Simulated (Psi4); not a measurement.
C4H10O, charge +1, doublet, at a GFN2-xTB geometry (a state made from the parent by changing its charge; the spin is typed, not shown lowest); B3LYP/6-31G* (Psi4 1.11).

Input for Psi4:
```
memory 2 GB

molecule {
1 2
  C    -0.13363712   -1.41754127   -0.60526371
  C    -0.06511180   -0.06443955    0.04586154
  C    -0.37259502    1.10974039   -0.96077782
  C     1.40168588    0.33293502    0.46677163
  O    -0.86078172    0.11297310    1.13132801
  H     0.52990098   -1.47886882   -1.46333734
  H     0.14109790   -2.20764778    0.09730148
  H    -1.14863080   -1.64298624   -0.94038737
  H    -0.32347489    2.07647378   -0.46697599
  H     0.31594196    1.08007608   -1.79774213
  H    -1.39924527    0.94557658   -1.29209326
  H     2.05964109    0.31665984   -0.39479814
  H     1.70328719   -0.41275618    1.20413973
  H     1.42560446    1.31070200    0.94029682
  H    -1.39992054   -0.65518153    1.38342231
}

set basis 6-31g*
set reference uks

energy('b3lyp')
print_variables()
```

Task: Write the output that Psi4 gives for this input, abridged.

Result: 
```
   => Loading Basis Set <=

    Name: 6-31G*
    Role: ORBITAL
    Keyword: BASIS

         ---------------------------------------------------------
                                   SCF
               by Justin Turney, Rob Parrish, Andy Simmonett
                          and Daniel G. A. Smith
                              UKS Reference
         ---------------------------------------------------------

  ==> Geometry <==

    Molecular point group: c1
    Full point group: C1

    Geometry (in Angstrom), charge = 1, multiplicity = 2:

       Center              X                  Y                   Z               Mass
    ------------   -----------------  -----------------  -----------------  -----------------
         C           -0.108190329434    -1.426480420248    -0.641755427616    12.000000000000
         C           -0.039665009434    -0.073378700248     0.009369822384    12.000000000000
         C           -0.347148229434     1.100801239752    -0.997269537616    12.000000000000
         C            1.427132670566     0.323995869752     0.430279912384    12.000000000000
         O           -0.835334929434     0.104033949752     1.094836292384    15.994914619570
         H            0.555347770566    -1.487807970248    -1.499829057616     1.007825032230
         H            0.166544690566    -2.216586930248     0.060809762384     1.007825032230
         H           -1.123184009434    -1.651925390248    -0.976879087616     1.007825032230
         H           -0.298028099434     2.067534629752    -0.503467707616     1.007825032230
         H            0.341388750566     1.071136929752    -1.834233847616     1.007825032230
         H           -1.373798479434     0.936637429752    -1.328584977616     1.007825032230
         H            2.085087880566     0.307720689752    -0.431289857616     1.007825032230
         H            1.728733980566    -0.421695330248     1.167648012384     1.007825032230
         H            1.451051250566     1.301762849752     0.903805102384     1.007825032230
         H           -1.374473749434    -0.664120680248     1.346930592384     1.007825032230

  Running in c1 symmetry.

  Rotational constants: A =      0.16506  B =      0.15136  C =      0.15078 [cm^-1]
  Rotational constants: A =   4948.30054  B =   4537.72015  C =   4520.25978 [MHz]
  Nuclear repulsion =  200.278209877592758

  Charge       = 1
  Multiplicity = 2
  Electrons    = 41
  Nalpha       = 21
  Nbeta        = 20

  ==> Algorithm <==

[...]
      Ntotal   =   41.0000297123 ; deviation = 2.971e-05

   @Spin Contamination Metric:   3.124096205E-03
   @S^2 Expected:                7.500000000E-01
   @S^2 Observed:                7.531240962E-01
   @S   Expected:                5.000000000E-01
   @S   Observed:                5.000000000E-01

    Orbital Energies [Eh]
    ---------------------

    Alpha Occupied:

[...]
    Alpha Virtual:

[...]
    Beta Occupied:

[...]
    Beta Virtual:

[...]
    Final Occupation by Irrep:
              A
    DOCC [    20 ]
    SOCC [     1 ]
    NA   [    21 ]
    NB   [    20 ]

  @DF-UKS Final Energy:  -233.32159968589855

   => Energetics <=

    Nuclear Repulsion Energy =            200.2782098775927579
    One-Electron Energy =                -702.1731085399535459
    Two-Electron Energy =                 295.8568367843672604
    DFT Exchange-Correlation Energy =     -27.2835378079050308
    Empirical Dispersion Energy =           0.0000000000000000
    VV10 Nonlocal Energy =                  0.0000000000000000
    Total Energy =                       -233.3215996858985477

  UHF NO Occupations:
  HONO-2 :   19  A 1.9996464
  HONO-1 :   20  A 1.9992092
  HONO-0 :   21  A 1.0000000
  LUNO+0 :   22  A 0.0007908
  LUNO+1 :   23  A 0.0003536
  LUNO+2 :   24  A 0.0001264
  LUNO+3 :   25  A 0.0000676

Computation Completed

Properties will be evaluated at   0.000000,   0.000000,   0.000000 [a0]

Properties computed using the SCF density matrix

 Multipole Moments:

 ------------------------------------------------------------------------------------
     Multipole            Electronic (a.u.)      Nuclear  (a.u.)        Total (a.u.)
 ------------------------------------------------------------------------------------

 L = 1.  Multiply by 2.5417464519 to convert [e a0] to [Debye]
 Dipole X            :         -2.1464448            2.0196735           -0.1267713
 Dipole Y            :          0.3442528           -0.7094868           -0.3652340
 Dipole Z            :          2.8551118           -2.8962927           -0.0411809
 Magnitude           :                                                    0.3887965

 ------------------------------------------------------------------------------------

  Variable Map:
  ----------------------------------------------------------------------------
[...]
  Array Variable Map:
  ----------------------------------------------------------------------------
[...]
[...]
```
